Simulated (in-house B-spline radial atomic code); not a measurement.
Results of a calculation; reference values are marked as such.
# Two electrons in InAs: a Gaussian well −V exp(−r²/w²) with V = 57.8 meV and w = 181 nm

For InAs the NSM archive of the Ioffe Institute lists m* = 0.023 m0 and ε = 15.15. In so narrow a gap the band flattens within tens of meV, so real spacings are smaller, by up to some tenths.

Effective-mass model with parabolic bands, a uniform dielectric constant, no image charges, no central-cell or spin-orbit terms. Two-electron levels come from full CI in B-splines with partial waves to l = 5 (up to 0.001 effective hartree above the limit).

What are the effective units, and what is the potential in them?

Ha* = 27211.386 meV × 0.023/15.15² = 2.727 meV and a* = 0.0529177 nm × 15.15/0.023 = 34.86 nm. V = 21.2 Ha* and w = 5.2 a*.

In these units the lowest s and p orbitals lie at -19.3566 and -18.1513, and their Coulomb and exchange integrals are J_ss = 0.8773, J_sp = 0.7270 and K_sp = 0.1445. Full CI gives -37.9048 for the ground singlet, -36.9425 for the sp triplet, -36.7050 for the sp singlet and -35.7910 for the lowest triplet of two s orbitals.

What does it cost to add the second electron, to first order and exactly?

To first order E = 2ε_s + J_ss = -37.8358, so the charging energy E(2) − 2E(1) is J_ss = 2.392 meV. CI gives -37.9048 − 2 × (-19.3566) = 0.8083, or 2.204 meV: relaxation and correlation lower it by 0.188 meV, 7.9 % of J_ss. The s² configuration of one-electron orbitals holds 97.8 % of the state, and the mean radius is 38.1 nm. The second electron is bound by ε_s − E = 50.58 meV, against 52.78 meV for the first.

How far above the singlet do the triplets lie?

To first order the sp triplet lies at ε_s + ε_p + J_sp − K_sp = -36.9253, which is 2.483 meV above 2ε_s + J_ss. CI gives -36.9425 − (-37.9048) = 0.9623, or 2.624 meV, 80 % of the orbital spacing of 3.287 meV. The ss triplet lies 5.764 meV up, so the lower of the two is the sp one, and its gap equals k_BT at 30.5 K. The sp singlet-triplet splitting is 0.6476 meV, against 2K_sp = 0.788 meV.
